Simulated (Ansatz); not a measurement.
Caution, from a PySCF single point (PBE0-D3(BJ)/def2-TZVPD) at this geometry: the highest occupied level lies above zero, so the state may not be bound. This triplet is an excited state, 1.27 eV above the relaxed singlet at the level frozen-core CCSD(T)/aug-cc-pVDZ // PBE0-D3(BJ)/def2-TZVPD (Ansatz, a program for electronic structure).

A geometry relaxed with PBE0-D3(BJ)/def2-TZVPD (Ansatz), charge -1, multiplicity 3:

```xyz
8

H     -1.6562     0.0698     1.0035
H     -2.2933    -0.4975    -0.5493
N      1.8229     0.0494     0.1891
H     -1.5332     1.0991    -0.4394
H      2.4726     0.4647    -0.4648
C     -1.4798     0.0651    -0.0786
Al     0.3062    -0.7705    -0.5225
H      2.3607    -0.4800     0.8619
```

Q: Write the SMILES of this molecule.

A: `[CH3][Al-][NH2]`
